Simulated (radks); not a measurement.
Problem. All-electron atom: Tb4+ in [Xe] 4f7. All-electron calculation, Dirac Kohn-Sham, exchange-only PBE, spin-unpolarised, spherical densities, point nucleus; open shells fill j = l - 1/2 first. Program: a radial shooting solver on a logarithmic mesh with Libxc functionals. Some entries of the table are withheld. Estimate them.

orbital  occ.  eigenvalue (eV)  <r^2> (bohr^2)  <1/r> (bohr^-1)
1s1/2       2        -51858.19       0.0006315            73.13
2s1/2       2        -8635.459        0.009828            17.48
2p1/2       2        -8208.061        0.007125            17.45
2p3/2       4        -7461.480        0.008356            15.35
3s1/2       2        -1957.087         0.06539            6.377
3p1/2       2        -1771.432         0.06082            6.291
3p3/2       4        -1617.366         0.06783            5.758
3d3/2       4        -1297.772         0.05397            5.638
3d5/2       6        -1264.172         0.05592            5.506
4s1/2       2        -429.5620          0.3293              (1)
4p1/2       2        -356.7529          0.3455            2.566
4p3/2       4        -322.1415          0.3833            2.385
4d3/2       4        -202.1700             (2)            2.170
4d5/2       6        -195.8652             (3)            2.125
5s1/2       2         -91.5673           1.812            1.052
5p1/2       2         -70.5533           2.206           0.9453
5p3/2       4         -65.2696           2.464           0.8846
4f5/2       6         -53.1047          0.7661              (4)
4f7/2       1         -52.1931          0.7841              (5)

Solution. 
(1) 4s1/2 <1/r> (bohr^-1): 2.672
(2) 4d3/2 <r^2> (bohr^2): 0.4351
(3) 4d5/2 <r^2> (bohr^2): 0.4498
(4) 4f5/2 <1/r> (bohr^-1): 1.641
(5) 4f7/2 <1/r> (bohr^-1): 1.623
